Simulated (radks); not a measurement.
Excited configurations of Yb2+: one electron is placed in a higher orbital outside [Xe] 4f13. The ground configuration is [Xe] 4f14. Calculated with a radial shooting solver on a logarithmic mesh with Libxc functionals: Dirac Kohn-Sham, PBE, spin-unpolarised, spherical densities, finite nucleus; open shells fill j = l - 1/2 first; Fermi nuclear charge, rms radius 5.3108 fm. Excitation = E - E(ground); binding = E(ion) - E, where the ion is the core of charge +3; n* = 3/sqrt(2 binding) in atomic units, and the quantum defect is n - n*.

outer orbital  excitation (eV)  binding (eV)  quantum defect  eigenvalue (eV)
5f5/2                   18.006         7.887           1.060           -6.254
7s1/2                   15.392        10.500           3.585           -9.007
7p1/2                   17.082         8.810           3.272           -7.504
7d3/2                   19.846         6.047           2.500           -5.121
7f5/2                   22.166         3.727           1.268           -3.164

The Delta-SCF ionisation energy is 25.893 eV (NIST Atomic Spectra Database: 25.05 eV, semi-empirical). Self-interaction in the functional shifts the binding energies and quantum defects, so they are the method's values and not measured ones. Spin polarisation and multiplet splitting are left out, so open shells lie too high by an amount that depends on their filling.

Beside tabulated values, note that spin-unpolarised runs miss the spin-polarisation part of the exchange energy of open shells.
